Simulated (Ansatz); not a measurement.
Stepwise reaction of `[O]=[Nb]([OH])([OH])[F]` with hydrogen fluoride, as a gas-phase model of exchange steps in deposition or etching. ΔE in kJ/mol; ΔG adds harmonic PBE0-D4 terms to CCSD(T)/CBS, at 1 bar.

Computed with Ansatz on PBE0-D4/def2-TZVP structures; ΔE is electronic, products minus reactants. CBS: MP2 limit from def2 TZ/QZ plus the TZ coupled-cluster correction, frozen cores. This one scheme is used for every species. DFT in def2-TZVPP. B3LYP here is the variant with VWN-RPA as its local correlation; programs differ in this. Elements past krypton have def2 core potentials. For Nb outer-core shells are correlated without core-valence functions, which leaves a few kJ/mol of doubt a bond. Each species was taken in one conformer, which may not be the lowest.

```tsv
step	reaction	PBE-D4	B3LYP-D4	ωB97M-V	CCSD(T)/CBS	ΔG(500 K)
1	`[O]=[Nb]([OH])([OH])[F]` + H–F → `[O]=[Nb]([OH])([F])[F]` + H₂O	-35.7	-34.1	-35.2	-29.5	-30.1
```

Q: Give the row of step 2, `[O]=[Nb]([OH])([F])[F]` + H–F → `[O]=[Nb]([F])([F])[F]` + H₂O. (Estimate.)

A: Ansatz gave: 
```
step                                                        reaction  PBE-D4  B3LYP-D4  ωB97M-V  CCSD(T)/CBS  ΔG(500 K)
   2  `[O]=[Nb]([OH])([F])[F]` + H–F → `[O]=[Nb]([F])([F])[F]` + H₂O   -28.5     -26.7    -28.2        -22.6      -19.8
```

Q: By hand: ΔE of the 2 steps together at CCSD(T)/CBS.

A: (-29.5) + (-22.6) = -52.1 kJ/mol, or -26.1 kJ/mol a step.

In ΔE each step is higher than the one before. All are downhill at CCSD(T)/CBS. ΔG lies between -30.1 and -19.8 kJ/mol a step. PBE-D4 differs from CCSD(T)/CBS by -6.2 to -5.9 kJ/mol a step. Isolated molecules leave out the surface, adducts and barriers. Largest T1 diagnostic: 0.022.
